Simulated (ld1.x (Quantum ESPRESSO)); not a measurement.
# An all-electron radial function and its pseudo partner (Be (Z = 4))

Columns: radius, all-electron u(r) and pseudo u(r) of the 2s shell (level -13.70 eV) of beryllium in the configuration [He] 2s1 2p0; PBE, scalar-relativistic, PAW scheme, ld1.x (Quantum ESPRESSO) 7.5.

```tsv
r (bohr)	all-electron	pseudo
0.208	0.2924	-0.1280
0.415	0.1776	-0.2504
0.622	-0.0365	-0.3631
0.830	-0.2471	-0.4629
1.038	-0.4184	-0.5463
1.245	-0.5431	-0.6111
1.453	-0.6277	-0.6572
1.660	-0.6749	-0.6840
1.868	-0.6910	-0.6922
2.075	-0.6822	-0.6822
2.282	-0.6554	-0.6554
2.490	-0.6161	-0.6161
2.698	-0.5695	-0.5695
2.905	-0.5196	-0.5196
3.113	-0.4688	-0.4688
3.320	-0.4194	-0.4194
3.528	-0.3722	-0.3722
3.735	-0.3284	-0.3284
3.943	-0.2879	-0.2879
4.150	-0.2513	-0.2513
4.358	-0.2182	-0.2182
4.565	-0.1888	-0.1888
4.773	-0.1625	-0.1625
4.980	-0.1396	-0.1396
5.188	-0.1194	-0.1194
5.395	-0.1019	-0.1019
```

Question: How many radial nodes do the two functions have?

Answer: The all-electron 2s function has n − l − 1 = 1; the pseudo-wave has 0, since the states of the same l below it are removed with the core.

Question: At about which radius was the pseudo-wave matched?

Answer: 2.10 bohr, where the columns begin to agree (steps of 0.21 bohr).

Question: Is the pseudo-wave norm-conserving?

Answer: No, it belongs to a PAW set: the norm inside the radius is not constrained, and the difference is carried by the augmentation charge.
